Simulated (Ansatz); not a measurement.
```yaml
crystal:
  periodic: [false, false, false]
  atoms:
    - {symbol: N, position_ang: [-1.169050, 1.190314, 0.723638]}
    - {symbol: Nb, position_ang: [-0.388926, 0.037618, -0.329656]}
    - {symbol: N, position_ang: [-0.187271, -1.600967, 0.752216]}
    - {symbol: N, position_ang: [1.352916, 0.845762, -0.786623]}
    - {symbol: F, position_ang: [-1.353899, -0.352120, -1.915398]}
    - {symbol: H, position_ang: [-1.776663, 1.856746, 1.175331]}
    - {symbol: H, position_ang: [0.310249, -2.424951, 0.442603]}
    - {symbol: H, position_ang: [-0.472582, -1.711304, 1.712657]}
    - {symbol: H, position_ang: [1.695883, 1.733198, -0.453682]}
    - {symbol: H, position_ang: [2.072443, 0.374503, -1.318186]}
basis:
  gaussian: {orbitals: def2-SVPD}
magnetization: {spin_polarized: true, initial_magnetization: 2}
hamiltonian: {xc: {name: r2SCANh}, dispersion: d4}
```

```sh
$ ansatz run in.yaml --threads 4 --pin off --events-out ev --progress --plain --max-ram 10444MiB
```

Shortened log:

```
Functional definition: r2SCANh
1307 factors; their error is unknown
mean field evaluation 1: about -8793.8276 eV, gradient 6.3e1 eV
mean field evaluation 2: about -8718.2642 eV, gradient 1.2e2 eV
mean field evaluation 4: about -8805.9005 eV, gradient 2.9e1 eV
mean field evaluation 8: about -8809.9523 eV, gradient 4.5e0 eV
mean field evaluation 16: about -8810.0750 eV, gradient 8.3e-2 eV
mean field evaluation 32: about -8810.0751 eV, gradient 4.7e-4 eV
mean field -8810.07506929 eV, -323.7642871132 hartree, gradient 7.9e-6 eV, S^2 2.007564; 9 other end points of the search recorded, 0 dependent functions left out
reference -8810.07509494 eV, -323.7642880558 hartree; 25, 23 occupied and 132, 134 virtual orbitals, 1307 factors
Total energy: -8810.13306259 eV, -323.7664183276 hartree
```

It took 41 s on 4 threads of an Arm Neoverse V1 on a shared host, with 0.79 GiB of host memory at the peak.
